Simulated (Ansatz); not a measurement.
`C=C([SiH3])[SiH2]O` + `[OH][GeH2][OH]` → `O[SiH2][O][GeH2][OH]` + `C=C[SiH3]`  (ligand exchange at the Si–C bond)

Gas-phase electronic energies from Ansatz, PBE0-D4/def2-TZVP geometries. CCSD(T)/CBS adds triple-zeta CCSD(T) − MP2 to the extrapolated MP2 energy (def2 sets, frozen cores). Functionals use def2-TZVPP. For Ge outer-core shells are correlated without core-valence functions, which leaves a few kJ/mol of doubt a bond. Scalar relativity is left out up to krypton. One conformer a species, not always the lowest.

```csv
level,ΔE (kcal/mol)
B2PLYP,-30.0
HF/def2-QZVPP,-35.0
```

What does CCSD(T)/CBS give? (Best estimate.)

Computed: -28.9 kcal/mol. The listed levels differ from it by -1.1, -6.1 kcal/mol.

Largest T1 diagnostic among the species: 0.012.

In def2-TZVPP, CCSD(T) changes the Hartree–Fock value by +5.4 kcal/mol (the triples alone add +0.9 kcal/mol) and MP2 by +5.7 kcal/mol. From PBE to PBE0 (25 % exact exchange), in def2-TZVPP and without D4, ΔE moves by −1.4 kcal/mol. The D4 term adds +1.2 kcal/mol with B3LYP and +0.6 kcal/mol with PBE0; it sums over pairs of atoms, weighted by their polarisabilities, and B3LYP, whose exchange is more repulsive, gets the larger term.

B3LYP here is the variant with VWN-RPA as its local correlation; programs differ in this.
